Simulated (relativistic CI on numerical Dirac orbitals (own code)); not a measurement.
**Sensitivity of the levels of I XIX to α and to the nuclear radius**

Method of calculation: Dirac-Coulomb-Breit CI, separate exchange-only KLI orbitals for each configuration, derivatives by finite differences, unscaled Slater integrals, QED left out (own radial code, finite nucleus).

Configuration list (outside the closed core [Ar] 3d10): 4s²4p⁵, 4s4p⁶, 4s²4p⁴4d, 4s4p⁵4d, 4s²4p⁴4f, 4s4p⁵4f. Double excitations out of closed p, d and f shells are left out; levels of such configurations are missing from the list, as are those of other unlisted configurations, and high levels can miss mixing partners.

With x = (α/α₀)² − 1 an excitation energy changes as ω = ω₀ + qx; K = 2q/ω₀ is the relative enhancement. Terms are leading LS components, so labels can repeat. The field-shift factor is F = δν/δ⟨r²⟩ for the transition from the lowest level.

Lowest level 4s²4p⁵ ²P°3/2.

```
         Level  ω₀ (cm⁻¹)  q (cm⁻¹)       K  F (GHz/fm²)
 4s²4p⁵ ²P°1/2     112087    122900    2.19        -4.14
   4s4p⁶ ²S1/2     513161    133900   0.522         -129
4s²4p⁴4d ⁴D3/2     627283     16330  0.0521         2.45
4s²4p⁴4d ⁴D5/2     627706     22180  0.0707         2.34
4s²4p⁴4d ⁴D7/2     637661     31750  0.0996         2.35
4s²4p⁴4d ²P1/2     638973     22390  0.0701         2.16
4s²4p⁴4d ⁴F9/2     659167     31730  0.0963         2.63
4s²4p⁴4d ²F7/2     663527     20520  0.0619         2.58
4s²4p⁴4d ²D3/2     682177     24300  0.0712         2.48
4s²4p⁴4d ⁴P1/2     700953     57640   0.164        -4.66
4s²4p⁴4d ⁴F5/2     714668     60590    0.17          1.7
4s²4p⁴4d ⁴F3/2     720328     68530    0.19         1.32
4s²4p⁴4d ⁴D1/2     720517    126200    0.35        -1.28
4s²4p⁴4d ²F5/2     724758     64680   0.178         1.62
4s²4p⁴4d ⁴D3/2     741455    128000   0.345        -1.05
4s²4p⁴4d ⁴F7/2     757561    147000   0.388        -1.22
4s²4p⁴4d ²G7/2     770629    131100    0.34         -1.4
4s²4p⁴4d ²F5/2     771813    122700   0.318       -0.803
4s²4p⁴4d ²P3/2     777269    153000   0.394       -0.975
4s²4p⁴4d ²G9/2     786169    152400   0.388        -1.36
4s²4p⁴4d ²F5/2     787656    150500   0.382        -1.08
4s²4p⁴4d ²D5/2     808553    143800   0.356       -0.572
4s²4p⁴4d ²F7/2     827897    148100   0.358       -0.756
```

At this charge energies of transitions that change n are usually good to better than 1 %, and those within a shell (Δn = 0) to a few per cent.
